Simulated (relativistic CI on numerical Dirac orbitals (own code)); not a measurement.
# Mn⁴⁺ in a cubic cluster: 3s photoemission with charge transfer

Computed with a charge-transfer multiplet model of a cubic metal-ligand cluster with up to 2 ligand holes, Slater and spin-orbit integrals from Dirac-Coulomb-Breit ions, Slater integrals scaled by 0.7. The ground state mixes d3 with configurations of k ligand holes L, whose averages lie at kΔ + k(k − 1)U_dd/2; a core hole lowers each added d electron by U_cd. 300 K, Lorentzian 1.4 eV and Gaussian 0.8 eV FWHM.

Atomic integrals in eV (Slater integrals scaled, ζ unscaled), ground: F2dd 8.643, F4dd 5.438, zeta_d 0.050; with the core hole: F2dd 9.291, F4dd 5.873, zeta_d 0.058, G2cd 9.018.

Cluster parameters (eV): Δ = 2.3, U_dd = 5.5, U_cd = 6.9, 10Dq(ligand) = 0.8, V(eg) = 3.35, V(t2g) = -1.8, final-state hopping factor = 1.

| Case | n_d | d3 | d4L | d5L2 | S |
| --- | --- | --- | --- | --- | --- |
| 10Dq = 2.15 eV | 3.73 | 0.39 | 0.50 | 0.12 | 1.50 |
| 10Dq = 2.45 eV | 3.72 | 0.39 | 0.49 | 0.11 | 1.50 |
| 10Dq = 2.75 eV | 3.71 | 0.40 | 0.49 | 0.11 | 1.50 |

Weights, n_d and S are thermal averages at 300 K. Binding energies count from the first peak over 30 % of the highest in each spectrum, which can be another peak from case to case. The parameters are a model scan and need not match a compound or its usual spin state. Peaks in eV (height, largest 100):
- 10Dq = 2.15 eV: 0.0 (100), 5.8 (33), 7.5 (37), 14.4 (9), 21.8 (6)
- 10Dq = 2.45 eV: 0.0 (100), 5.7 (31), 7.5 (39), 14.4 (10), 21.8 (6)
- 10Dq = 2.75 eV: 0.0 (100), 5.5 (29), 7.5 (41), 14.4 (10), 21.7 (6)

For the case 10Dq = 2.15 eV, Δ = 2.3 eV is smaller than U_dd = 5.5 eV, the charge-transfer side of the Zaanen-Sawatzky-Allen scheme. With the core hole the average of the configuration with one ligand hole lies at Δ − U_cd = -4.6 eV before mixing: the effective hopping of about 6.9 eV (from the holes of the mixed ground state) is comparable with this gap or larger, so the configurations mix strongly.

With at most 2 ligand holes the space is cut while the next configuration still counts, so covalency is underestimated, and a final configuration with one more ligand hole, which can lie low, is missing from the spectra.

Without intra-shell correlation the exchange splitting of the 3s hole comes out too large.
